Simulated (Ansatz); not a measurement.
CH6OSi, SMILES `CO[SiH3]` (charge 0, multiplicity 1).

Z-matrix (Å, degrees):
```
O
C 1 1.4184
H 2 1.0897 1 108.05
H 2 1.0949 3 108.64 1 120.94
H 2 1.0949 3 108.64 4 118.12
Si 1 1.6454 2 123.33 3 -180.00
H 6 1.4759 1 106.48 2 180.00
H 6 1.4857 7 110.39 1 -120.45
H 6 1.4857 7 110.39 8 -119.10
```
Charge 0, multiplicity 1.

Frozen-core energies in 6-31g from Ansatz (a quantum-chemistry and plane-wave program) at a geometry from B3LYP-D3(BJ)/def2-TZVP; the HF reference has <S^2> = 0.00 and the T1 diagnostic is 0.010.

```csv
level,energy (Ha),difference from CCSDT(Q) (mHa)
HF,-405.04166,306.68
MP2,-405.30923,39.11
CCSD,-405.34168,6.66
CCSD(T),-405.34707,1.27
CCSDT,-405.34767,0.67
CCSDT(Q),-405.34834,0.00
```
